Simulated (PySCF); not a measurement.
**[TeF3]-: from structure and modes to constants**

Method: PBE0/[Te def2-SVPD with ECP28, F def2-SVPD], scalar-relativistic core potentials, density fitting, no spin–orbit coupling, PySCF.

The singlet minimum has C2v symmetry. Masses (u): Te 129.90622, F 18.99840.

```xyz
4
charge -1 multiplicity 1, angstrom
Te   -0.2360    0.0000    0.0000
F    -0.0622   -2.0719    0.0000
F     1.7379    0.0000    0.0000
F    -0.0622    2.0719    0.0000
```

Harmonic wavenumbers (cm⁻¹): 137.4 (a1, ×1), 177.9 (b1, ×1), 231.3 (b2, ×1), 450.3 (b2, ×1), 456.1 (a1, ×1), 569.2 (a1, ×1).

Q: Find the principal moments of inertia and the rotational constants. What kind of rotor is it?

A: About the centre of mass I = 64.76, 163.11, 227.87 u Å². With B = 16.8576/I this gives 0.2603, 0.1034, 0.07398 cm⁻¹. The molecule is an asymmetric top with κ = -0.68.

Q: What is the harmonic zero-point energy?

A: Half the sum of all 6 wavenumbers, 2022/2 = 1011 cm⁻¹, which is 12.1 kJ/mol (1 cm⁻¹ = 0.0119627 kJ/mol).

Q: Find the vibrational entropy and heat capacity at 298.15 K.

A: With u = 1.43878 ω/T, each mode gives S = R[u/(eᵘ−1) − ln(1−e⁻ᵘ)] and C = R u² eᵘ/(eᵘ−1)².
```json
{"ω (cm⁻¹)": "137.4", "u": "0.663", "S (J/(mol K))": "11.88", "C (J/(mol K))": "8.02"}
{"ω (cm⁻¹)": "177.9", "u": "0.858", "S (J/(mol K))": "9.84", "C (J/(mol K))": "7.82"}
{"ω (cm⁻¹)": "231.3", "u": "1.116", "S (J/(mol K))": "7.82", "C (J/(mol K))": "7.50"}
{"ω (cm⁻¹)": "450.3", "u": "2.173", "S (J/(mol K))": "3.33", "C (J/(mol K))": "5.69"}
{"ω (cm⁻¹)": "456.1", "u": "2.201", "S (J/(mol K))": "3.25", "C (J/(mol K))": "5.64"}
{"ω (cm⁻¹)": "569.2", "u": "2.747", "S (J/(mol K))": "2.12", "C (J/(mol K))": "4.59"}
```
The sums over all modes are S = 38.2 and C = 39.3 J/(mol K); the softest mode gives 31 % of the entropy.

This need not be the most stable arrangement of these atoms. The lowest empty level of this anion is unbound, so it and the gap depend on the basis.
